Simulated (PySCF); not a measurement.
```xyz
7

N      2.3594    -0.3862     0.6827
C      1.3653    -0.0059     0.2305
B      0.0492     0.5249    -0.3717
N     -0.9602    -0.3725    -0.6713
H     -0.0888     1.6904    -0.5727
H     -1.8409    -0.0850    -1.0658
H     -0.8840    -1.3657    -0.5168
```

Charge 0, multiplicity 1.

Task: Give the Mulliken and meta-Löwdin atomic charges from r2SCAN-D4/def2-TZVP (PySCF).

Result: 
```json
[
 {"atom": "N1", "Mulliken (e)": "-0.08", "meta-Löwdin (e)": "-0.19"},
 {"atom": "C2", "Mulliken (e)": "-0.17", "meta-Löwdin (e)": "0.02"},
 {"atom": "B3", "Mulliken (e)": "0.14", "meta-Löwdin (e)": "0.03"},
 {"atom": "N4", "Mulliken (e)": "-0.42", "meta-Löwdin (e)": "-0.40"},
 {"atom": "H5", "Mulliken (e)": "0.02", "meta-Löwdin (e)": "0.02"},
 {"atom": "H6", "Mulliken (e)": "0.25", "meta-Löwdin (e)": "0.26"},
 {"atom": "H7", "Mulliken (e)": "0.26", "meta-Löwdin (e)": "0.26"}
]
```
